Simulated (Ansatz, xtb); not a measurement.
System: C$_{2}$N, charge 0, multiplicity 2. It need not be the lowest isomer of its formula. SMILES: [C][N][C]
Geometry from a B3LYP-D3(BJ)/def2-TZVP (Ansatz, a quantum-chemistry and plane-wave program) optimisation:
```xyz
3

C      0.0000     0.0000    -1.2396
N      0.0000     0.0000     0.0000
C      0.0000     0.0000     1.2396
```
Charge 0, spin multiplicity 2.

Harmonic wavenumbers from GFN2-xTB (xtb, at its own minimum), cm⁻¹: 239, 239, 1398, 1763.

Task: Give the harmonic wavenumbers at B3LYP-D3(BJ)/def2-TZVP (Ansatz, finite differences of forces, unscaled).

Result: 231, 404, 1306, 1524 cm⁻¹. Zero-point energy 5.0 kcal/mol.

Task: From these and the geometry, give the ideal-gas thermochemistry at 298.15 K and 1 atm (rigid rotor, harmonic oscillator).

Result: Point group D∞h, rotational symmetry number 2. Rotational constants 13.69, 13.69 GHz. S(trans) 36.84, S(rot) 12.77, S(vib) 2.85, S(elec, spin only) 1.38, S 53.8 cal/(mol K). H(298) - H(0) 2.60 kcal/mol; G - E(el) -8.5 kcal/mol.
